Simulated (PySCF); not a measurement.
# Palladium: a sound run and one with changed settings

Sound run: Pd [Kr] 4d10, Pd⁺ [Kr] 4d9. Calculation: PySCF 2.14, in x2c-SVPall (6s5p5d1f, 53 functions); scalar relativity by spin-free X2C-1e. In the sound run the correlated levels freeze [Kr]. The sound run starts from symmetry-adapted Hartree-Fock orbitals and uses a fine grid where one is needed.

Changed run: all electrons correlated in a basis built for the valence shell.

| species | method | sound run (hartree) | changed run (hartree) | converged |
| --- | --- | --- | --- | --- |
| Pd | MP2 | -5042.54628 | -5042.76420 | yes |
| Pd⁺ | MP2 | -5042.24767 | -5042.46012 | yes |

Ionisation energy of Pd:

| method | sound run (eV) | changed run (eV) |
| --- | --- | --- |
| UHF | 6.333 | 6.333 |
| MP2 | 8.126 | 8.275 |
| SCS-MP2 | 7.929 | 8.001 |

A valence basis has no tight correlating functions, so it recovers only part of the core correlation, and not evenly between atom and ion.

For comparison, NIST gives 8.337 eV between the lowest levels.
